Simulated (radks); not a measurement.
Values are calculated unless marked as measured or tabulated.
Effect of the nuclear size on neutral fluorine, [He] 2s2 2p5. Level of theory: Dirac Kohn-Sham, BLYP, spin-unpolarised, spherical densities, finite nucleus; open shells fill j = l - 1/2 first; Fermi nuclear charge, rms radius 2.8976 fm (a radial shooting solver on a logarithmic mesh with Libxc functionals). The rms radius is varied about that value; shifts are against it.

rms radius (fm)  total energy shift (eV)  density at nucleus (e/bohr^3)  1s1/2 shift (meV)
2.5962                         -0.000141                          466.3             -0.057
2.6629                         -0.000111                          466.2             -0.045
2.8976                                 0                            466              0.000
3.0744                         0.0000900                          465.8              0.036
3.2656                          0.000193                          465.6              0.078

Slopes of the eigenvalues against <r^2> in GHz/fm^2, as finite differences over the two radii next to the reference (eigenvalue slopes, not the field-shift constants of lines): 1s1/2 8.34.
